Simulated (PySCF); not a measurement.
## Radial density of Eu³⁺ (europium, charge +3)

PBEsol, [Xe] 4f6, high-spin 7F determinant. Computed with PySCF 2.14 in ANO-RCC-VTZP, with the spin-free X2C one-electron Hamiltonian (Gaussian nucleus).

| r (bohr) | 4πr²ρ (e/bohr) | 4πr²(ρα − ρβ) |
| --- | --- | --- |
| 0.0200 | 80.44 | 0.0025 |
| 0.0336 | 74.86 | 0.0061 |
| 0.0565 | 105.4 | 0.0106 |
| 0.0951 | 95.68 | 0.0253 |
| 0.160 | 91.26 | 0.3277 |
| 0.269 | 68.90 | 2.1292 |
| 0.452 | 43.92 | 6.1995 |
| 0.761 | 29.28 | 6.2060 |
| 1.28 | 10.68 | 2.2694 |
| 2.15 | 2.495 | 0.2160 |
| 3.62 | 0.04986 | 0.0043 |
| 6.09 | 0.0001593 | 0.0001 |

Densities and radii are taken from the X2C orbitals without a picture-change correction, which distorts them close to the nucleus.

Spin-orbit coupling, absent here, splits the open shell strongly.
